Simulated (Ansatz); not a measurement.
`[NH2][AlH][SeH]` + CH₃NH₂ → `NC[SeH]` + `[NH2][AlH2]`  (formal exchange of groups at the Se–Al bond)

Gas-phase electronic energies from Ansatz, PBE0-D4/def2-TZVP geometries. CCSD(T)/CBS is the MP2 limit (def2-TZVPP, def2-QZVPP) plus CCSD(T) − MP2 in def2-TZVPP, frozen cores. This one scheme is used for every species. Functionals use def2-TZVPP. For Se outer-core shells are correlated without core-valence functions, which leaves a few kJ/mol of doubt a bond. Scalar relativity is left out up to krypton. Each species was taken in one conformer, which may not be the lowest.

| level | ΔE (kJ/mol) | difference from CCSD(T)/CBS |
| --- | --- | --- |
| PBE-D4 | 161.1 | -7.9 |
| r2SCAN-D4 | 170.4 | 1.4 |
| PBE0-D4 | 168.2 | -0.8 |
| r2SCANh-D4 | 172.1 | 3.1 |
| ωB97X-V | 163.9 | -5.1 |
| ωB97M-V | 165.2 | -3.8 |
| BLYP | 158.8 | -10.2 |
| HF/def2-SVP | 178.3 | 9.3 |
| HF/def2-TZVPP | 175.8 | 6.8 |
| SCS-MP2/def2-TZVPP | 164.6 | -4.4 |
| CCSD(T)/CBS | 169.0 | 0 |

Largest T1 diagnostic among the species: 0.011.

From BLYP to BHLYP (50 % exact exchange), in def2-TZVPP and without D4, ΔE moves by +12.1 kJ/mol. In def2-TZVPP, CCSD(T) changes the Hartree–Fock value by −10.8 kJ/mol (the triples alone add −1.9 kJ/mol) and MP2 by −8.0 kJ/mol.
